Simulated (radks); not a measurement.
Spherical quantum dot in the effective-mass picture: electrons in a well V = -V0 / (1 + exp((r - R)/a)) with V0 = 55.9, R = 1.41, a = 0.15, all in effective atomic units (hartree* = m*/eps^2 hartree, bohr* = eps/m* bohr), one dielectric constant everywhere. Calculated with a radial shooting solver with Libxc functionals: non-relativistic Kohn-Sham, exchange-only LDA, spin-polarised, spherical densities. Levels are named by radial order and angular momentum (1s, 1p, 1d, 2s, ...), and open shells are averaged over m.

N = 4, configuration 1s2 1p(up 2, down 0). This is the lowest configuration that the search found. Occupied and some empty levels:

level,occupation,eigenvalue (hartree*),<r> (bohr*)
1s up,1,-48.161,0.6561
1s down,1,-47.865,0.6536
1p up,2,-45.155,0.7809
1p down,0,-44.836,0.7812
1d up,0,-41.403,0.8676
1d down,0,-41.088,0.8690
2s up,0,-39.679,0.7121
2s down,0,-39.454,0.7135
1f up,0,-37.039,0.9357
1f down,0,-36.737,0.9375

Energy (hartree*): total -195.343, kinetic 14.904, external -217.32, Hartree 9.9726, exchange-correlation -2.8988.
